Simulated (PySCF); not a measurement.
Question: Give a PBE0-D3(BJ)/def2-SVP geometry of WOMe4, `[CH3][W]([CH3])([CH3])([CH3])=[O]`. (Singlet state.)

Answer: 
Z-matrix in Å and degrees, rows numbered from 1:
```
W 
O   1  1.6958
C   1  2.1274  2  114.79
H   3  1.1007  1  112.41  2   -37.05
H   3  1.1010  1  115.50  2  -162.96
H   3  1.1101  1  103.96  2    77.99
C   1  2.1713  2  104.06  3   -87.11
H   7  1.1016  1  111.29  2  -168.39
H   7  1.1020  1  108.43  2    72.18
H   7  1.0982  1  112.02  2   -47.12
C   1  2.1802  2  105.68  3  -164.82
H  11  1.0975  1  113.71  2    57.37
H  11  1.1012  1  108.94  2   -63.67
H  11  1.1026  1  109.49  2   178.37
C   1  2.1275  2  112.61  3   110.72
H  15  1.1000  1  113.58  2    39.60
H  15  1.1108  1  102.66  2   -75.24
H  15  1.1008  1  115.43  2   166.43
```

W1 (tungsten bonded to 4 C and O) has τ5 = (β − α)/60° = 0.04 from the two widest angles, 139.4° and 136.9° (0 for a square pyramid, 1 for a trigonal bipyramid). Of the pairs four or more bonds apart, H10···H12 is among the closest relative to their van der Waals radii: 2.13 Å, 89 % of the sum of Bondi's values. The 4 C–W bonds span 2.127 Å (W1–C3) to 2.180 Å (W1–C11), a spread of 0.053 Å.

The calculation used PBE0-D3(BJ)/def2-SVP geometry optimisation, gas phase, def2 core potentials past Kr in PySCF 2.14.0.

Point group: near Cs, missed by 0.26 Å at most; the miss may be what the optimiser left on a soft mode. Stationary, but not proved a minimum.
